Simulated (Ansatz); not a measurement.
Ansatz (a first-principles code) input (PBE0/6-31G*):

Ansatz 0.2 input:
```yaml
crystal:
  periodic: [false, false, false]
  atoms:
    - {symbol: O, position_ang: [0.02888106, 1.83339065, -0.77095264]}
    - {symbol: Si, position_ang: [-0.16658898, 0.54990996, 0.27893536]}
    - {symbol: Si, position_ang: [1.95201262, -0.37248717, 0.65520802]}
    - {symbol: Si, position_ang: [-1.79728699, -0.97875662, -0.44888132]}
    - {symbol: H, position_ang: [-0.76222871, 2.23761199, -1.13892980]}
    - {symbol: H, position_ang: [1.76742047, -1.53096569, 1.56378352]}
    - {symbol: H, position_ang: [2.60644608, -0.84195730, -0.59306563]}
    - {symbol: H, position_ang: [2.84066494, 0.61689086, 1.31006660]}
    - {symbol: H, position_ang: [-3.08549405, -0.26586774, -0.64791279]}
    - {symbol: H, position_ang: [-1.45458104, -1.65884375, -1.72607016]}
    - {symbol: H, position_ang: [-1.97718950, -2.00531981, 0.60608063]}
basis:
  gaussian:
    orbitals: 6-31G*
hamiltonian:
  xc: {name: PBE0}
magnetization: {spin_polarized: true, initial_magnetization: 1}
```

End of the output:

```
integrals: 0.04 GiB planned
844 factors; integrals over basis functions are off by at most 1.0e-3 eV
0.14 GiB of the device are held for the grids
0.66 GiB of device memory are held for the factors and their scratch space
mean field: 0.25 GiB planned
mean field evaluation 1: about -25776.0110 eV, gradient 3.2e1 eV
mean field evaluation 2: about -25766.4693 eV, gradient 5.8e1 eV
mean field evaluation 4: about -25779.6304 eV, gradient 1.2e0 eV
mean field evaluation 8: about -25779.6531 eV, gradient 2.4e-2 eV
mean field evaluation 16: about -25779.6531 eV, gradient 1.7e-5 eV
mean field -25779.65314865 eV, -947.3847791364 hartree, gradient 1.7e-5 eV, S^2 0.753038; 0 other end points of the search recorded, 0 dependent functions left out
reference -25779.65318166 eV, -947.3847803493 hartree; 29, 28 occupied and 57, 58 virtual orbitals, 844 factors
Total energy: -25779.65318166 eV, -947.3847803493 hartree
```

It need not be the lowest isomer of its formula.
